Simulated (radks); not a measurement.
Question: All-electron atom: Pt+ in [Xe] 4f14 5d8 5f1 (not the ground configuration). Method: scalar-relativistic Kohn-Sham, SCAN, spin-unpolarised, spherical densities, finite nucleus; meta-GGA in the generalised Kohn-Sham scheme; Fermi nuclear charge, rms radius 5.427 fm; computed with a radial shooting solver on a logarithmic mesh with Libxc functionals. Some entries of the table are withheld. Estimate them.

orbital,occ.,eigenvalue (eV),<r^2> (bohr^2)
1s,2,-78511.43,0.0004063
2s,2,(1),0.006198
2p,6,-11990.66,0.005201
3s,2,(2),0.03996
3p,6,-2735.409,(3)
3d,10,-2147.886,0.03406
4s,2,(4),0.1942
4p,6,-545.8341,0.2215
4d,10,-328.7279,0.2533
5s,2,-121.3103,(5)
4f,14,-88.4935,0.3244
5p,6,-74.7981,(6)
5d,8,-22.5188,2.819
5f,1,-2.3563,86.55

Answer: 
(1) 2s eigenvalue (eV): -13835.19
(2) 3s eigenvalue (eV): -3275.750
(3) 3p <r^2> (bohr^2): 0.04102
(4) 4s eigenvalue (eV): -723.8417
(5) 5s <r^2> (bohr^2): 1.020
(6) 5p <r^2> (bohr^2): 1.368
